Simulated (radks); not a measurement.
Results of a calculation; reference values are marked as such.
Task: The mean radii <r> (bohr) of the occupied orbitals of an atom or ion are listed with their occupations. Code: a radial shooting solver on a logarithmic mesh with Libxc functionals. Model: Dirac Kohn-Sham, PBEsol, spin-unpolarised, spherical densities, point nucleus.

| orbital | occ. | <r> |
|---|---|---|
| 1s1/2 | 2 | 0.2299 |
| 2s1/2 | 2 | 1.173 |
| 2p1/2 | 0.333333 | 1.139 |
| 2p3/2 | 0.666667 | 1.139 |

Name the element and its charge. Open shells, if any, are shared by 2j + 1.

Result: Z = 7, nitrogen, charge +2: N2+ in [He] 2s2 2p1. The 1s radius gives Z: for a bare nucleus <r> = (2 gamma + 1)/(2Z) with gamma = sqrt(1 - (Z/c)^2), 0.2141 bohr for Z = 7, and screening makes it slightly larger (0.2299 here). The occupations add up to 5, and the charge is Z minus that.
